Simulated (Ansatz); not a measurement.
## Two structures, one formula

The two ends of one reaction step of Si2NH9S, singlet (PBE0-D4/def2-TZVP).

A:

```
13
angstrom
Si -0.9806 0.2361 0.0564
S 1.3832 -0.1321 2.9030
H -1.3840 -0.8198 1.0196
H -0.6561 1.4996 0.7710
N -2.3531 0.5477 -0.9511
H 2.2673 -0.9870 2.3674
Si 0.9010 -0.4687 -1.1704
H 2.0439 0.9326 2.4241
H -2.8538 -0.2342 -1.3435
H -2.3156 1.3064 -1.6137
H 0.6044 -1.7600 -1.8556
H 1.1980 0.5348 -2.2343
H 2.1453 -0.6554 -0.3728
```

B:

```xyz
13
angstrom
Si -1.4364 0.4302 1.2811
S 0.6143 0.3837 1.9307
H -1.8935 -0.9317 1.6428
H -2.1618 1.4876 2.0253
N -1.7380 0.7306 -0.3733
H 2.7354 -1.4277 -0.1670
Si 1.7907 -1.1117 -1.2635
H 0.8586 1.6754 1.6518
H -1.3564 0.1262 -1.0833
H -1.8209 1.6777 -0.7047
H 0.4479 -1.6716 -0.9584
H 1.6826 0.3562 -1.4532
H 2.2777 -1.7247 -2.5285
```

Computed with Ansatz 0.2.0 (basis: def2-TZVPP); correlated methods freeze the cores. B3LYP uses VWN-RPA correlation.

Q: Which structure is lower at CCSD(T), and by how much? (Judge from chemistry; the value comes from the calculation.)

A: Computed: B, by 18.00 kcal/mol (electronic energy, against the other). By their contacts, A is a complex of Si₂NH₇ ([NH2][SiH2][SiH3]) + H₂S and B is a complex of SiNH₅S ([NH2][SiH2][SH]) + SiH₄.

All methods give the same order:

| method | E(B) − E(A) (kcal/mol) |
| --- | --- |
| SPW92 | -15.86 |
| PBE-D4 | -15.85 |
| BLYP-D4 | -17.49 |
| r2SCAN-D4 | -17.99 |
| B97M-V | -17.11 |
| PBE0-D4 | -16.81 |
| B3LYP-D4 | -18.10 |
| r2SCAN0-D4 | -18.44 |
| BHLYP-D4 | -19.20 |
| CAM-B3LYP-D4 | -18.54 |
| wB97X-V | -18.01 |
| wB97M-V | -19.24 |
| B2PLYP | -18.73 |
| PBE-QIDH | -18.45 |
| RPA on PBE | -17.41 |
| HF | -20.32 |
| MP2 | -20.25 |
| CCSD | -18.03 |
| CCSD(T) | -18.00 |

The T1 diagnostic stays at or below 0.012.

Labels in which every atom is bracketed show which atoms are joined, not bond orders.

For scale, one of the runs: CCSD(T)/def2-TZVPP, 283 basis functions, launched by `ansatz run in.yaml --threads 8 --pin off --events-out ev --progress --plain --max-ram 19148MiB`. The run took 74 s on 8 CPU threads of an AMD EPYC 7R43 (shared host), with 7.6 GiB of host memory at its peak.
